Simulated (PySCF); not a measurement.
FHI₂OSi, SMILES O[Si](F)(I)I.

Geometry: PBE-D3(BJ)/def2-SVP. This is a generated structure with no PubChem entry under its InChIKey; it may be hypothetical. The def2 effective core potentials stand for the cores of I; spin–orbit coupling is left out. Other conformers were not sampled.

All values below come from PBE-D3(BJ)/def2-SVP run with PySCF.

Frequencies are harmonic and unscaled.

```
mode  ν (cm⁻¹)  IR (km/mol)  moving atoms (share of kinetic energy)
----  --------  -----------  --------------------------------------
1           77          1.7                                  I 76 %
2          128         34.9                  H 38 %, O 28 %, F 27 %
3          193          3.5                 F 35 %, Si 32 %, O 21 %
4          195         21.9                  F 56 %, H 25 %, I 17 %
5          212         12.4          O 41 %, I 26 %, F 17 %, H 15 %
6          224         38.5           O 43 %, H 22 %, I 20 %, F 9 %
7          358         52.2                 Si 42 %, O 26 %, F 24 %
8          443        228.8                                 Si 84 %
9          774        278.7                  H 55 %, O 30 %, Si 9 %
10         851        114.6         F 36 %, Si 32 %, H 22 %, O 10 %
11         943         74.7          Si 45 %, O 30 %, F 17 %, H 8 %
12        3735        104.3                                  H 94 %
```
